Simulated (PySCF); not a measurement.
HO4S, charge -1, multiplicity 1. Atoms are numbered in the order given.

```xyz
6

O     -0.8159     0.3626    -1.2401
S     -0.1409    -0.0562     0.0000
O      0.3644    -1.4529     0.0000
O     -0.8159     0.3626     1.2401
O      1.3029     0.8240     0.0000
H      1.9701     0.1288     0.0000
```
Charge -1, spin multiplicity 1.

The structure is a stationary point at PBE0-D3(BJ)/def2-SVPD. The spin state was assumed, not searched. The isomer is the one that the SMILES or the coordinates give; other isomers of the formula were not compared. One conformer was computed; it need not be the lowest.

These are PBE/pcSseg-1 (PySCF) values and carry that method's errors.

GIAO shieldings, no solvent; atoms listed in one row are averaged. δ = σ(ref) − σ: ¹⁷O against H2O (σ = 334.3 ppm); ³³S against H2S (σ = 706.5 ppm); ¹H against TMS (σ = 31.49 ppm), references at their B3LYP-D3(BJ)/def2-TZVP geometries, non-relativistic.

```
nucleus   atoms  count  δ (ppm)
-------  ------  -----  -------
¹⁷O          O3      1    255.0
¹⁷O      O1, O4      2    251.2
¹⁷O          O5      1    231.4
³³S          S2      1    559.5
¹H           H6      1     3.30
```
